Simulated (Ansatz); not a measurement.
Frontier orbitals of `[F][GeH]1[CH2][Te]1`.

The species carries charge 0 and has multiplicity 1. Correlated methods include outer-core shells of Ge, Te, which these sets cover unevenly. Scalar relativity is left out up to krypton. Te: def2 effective core potential. All single points use the PBE0-D4/def2-TZVP geometry. Basis def2-TZVPP, Ansatz.

| functional | HOMO (eV) | LUMO (eV) | gap (eV) |
| --- | --- | --- | --- |
| LDA (SPW92) | -5.59 | -2.63 | 2.96 |
| PBE | -5.43 | -2.42 | 3.01 |
| revPBE | -5.37 | -2.33 | 3.04 |
| B97M-V | -5.65 | -2.22 | 3.43 |
| PBE0 | -6.46 | -1.61 | 4.85 |
| r2SCANh | -6.04 | -1.97 | 4.07 |
| r2SCAN0 | -6.61 | -1.53 | 5.08 |
| ωB97X-V | -8.64 | 0.40 | 9.04 |
| ωB97M-V | -8.53 | 0.25 | 8.78 |

Against PBE, PBE0 changes HOMO and LUMO by −1.03 and +0.81 eV, ωB97M-V by −3.10 and +2.66 eV. A gap of 3.01 eV thus becomes 8.77 eV for the same molecule, so an orbital gap means little without its functional. A positive LUMO is unbound and depends on the basis.
